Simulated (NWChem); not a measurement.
Molecule: CH$_{4}$Be; SMILES [BeH][CH3]

```xyz
6

Be     0.0000     0.0000    -1.0606
H      0.0000     0.0000    -2.4050
C      0.0000     0.0000     0.6189
H      0.7236     0.7312     1.0443
H      0.2715    -0.9923     1.0443
H     -0.9951     0.2610     1.0443
```
Atoms are numbered in this order, from 1.

Results from NWChem. Geometry optimised at PBE-D3(BJ)/def2-SVP; all other runs use it. Pople sets run with spherical d functions.

```tsv
quantity	level	value
vertical ionisation energy, ΔSCF (eV)	LRC-wPBEh/6-31+G*	…
isotropic polarisability (bohr³), static	CAM-B3LYP/6-31+G*	…
first state with f > 0.002 (eV), C K edge, unshifted	PBE0/def2-TZVP, TDA	278.2
vertical, lowest excitation, singlet (eV)	LRC-wPBEh/def2-SVP, full TDDFT	…
dipole (D)	PBE-D3(BJ)/def2-SVP	0.74
highest harmonic frequency (cm⁻¹)	PBE-D3(BJ)/def2-SVP	3036
```

**Question.** What belongs in the gaps?

**Answer.** 
- vertical ionisation energy, ΔSCF (eV), value: 11.02
- isotropic polarisability (bohr³), static, value: 27.7
- vertical, lowest excitation, singlet (eV), value: 6.55
